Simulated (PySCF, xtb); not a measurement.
C₄H₃F, SMILES C#C/C=C\F.

GFN2-xTB (xtb) at its own geometry gives an orbital gap of 4.05 eV and a dipole moment of 1.93 D.

The structure is a stationary point at B3LYP-D3(BJ)/def2-SVP. The structure was generated by enumeration; whether it is a known compound was not checked.

What does CAM-B3LYP/def2-TZVP run with PySCF give? (The exact figures need the calculation; the answer reports its results.)

gap 8.52 eV (levels -8.37 and 0.15 eV), dipole 1.39 D.
